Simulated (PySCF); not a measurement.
C₄H₃S, SMILES [c]1cccs1, multiplicity 2. Geometry: PBE-D3(BJ)/def2-SVP. The isomer is the one that the SMILES or the coordinates give; other isomers of the formula were not compared.

Computed equilibrium geometry at PBE-D3(BJ)/def2-SVP (PySCF confirms it by a frequency run) as Cartesian coordinates in Å, and its point group:
point group Cs.
```xyz
8

C      1.2536     0.0650     0.0000
C      0.7252     1.3272     0.0000
C     -0.7139     1.2431     0.0000
C     -1.1897    -0.0540     0.0000
S      0.1157    -1.2170     0.0000
H      1.2988     2.2637     0.0000
H     -1.3714     2.1247     0.0000
H     -2.2298    -0.4042     0.0000
```
Charge 0, spin multiplicity 2.
